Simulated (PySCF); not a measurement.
SMILES C=C[Si](C)(CC)Br (GFN2-xTB optimised geometry):

```
18

C     -2.172    -0.739     2.453
C     -1.565    -1.178     1.362
Si    -0.877    -0.073     0.000
C     -1.617     1.673     0.000
Br    -1.496    -1.045    -1.943
C      1.027    -0.073     0.000
C      1.615     0.531     1.270
H     -2.546    -1.406     3.214
H     -2.328     0.313     2.635
H     -1.444    -2.248     1.233
H     -1.268     2.248    -0.854
H     -2.702     1.636    -0.050
H     -1.343     2.216     0.899
H      1.391    -1.097    -0.110
H      1.398     0.478    -0.867
H      2.702     0.490     1.249
H      1.271    -0.010     2.149
H      1.319     1.573     1.375
```

Method: B3LYP/def2-SVP (PySCF).

### Question
What are the frontier orbital energies and the dipole moment?

### Answer
HOMO-2 -7.82 eV, HOMO-1 -7.44 eV, HOMO -7.37 eV, LUMO -0.60 eV, LUMO+1 0.89 eV; dipole moment 2.44 D.

On the same geometry PBE/def2-SVP (PySCF) gives HOMO-2 -6.89 eV, HOMO-1 -6.45 eV, HOMO -6.36 eV, LUMO -1.41 eV, LUMO+1 0.20 eV; dipole moment 2.38 D.

Meta-Löwdin charges at B3LYP/def2-SVP: C1 -0.18, C2 -0.33, Si3 0.89, C4 -0.54, Br5 -0.32, C6 -0.39, C7 -0.28, H8 0.10, H9 0.10, H10 0.11, H11 0.12, H12 0.12, H13 0.11, H14 0.10, H15 0.10, H16 0.10, H17 0.09, H18 0.09.
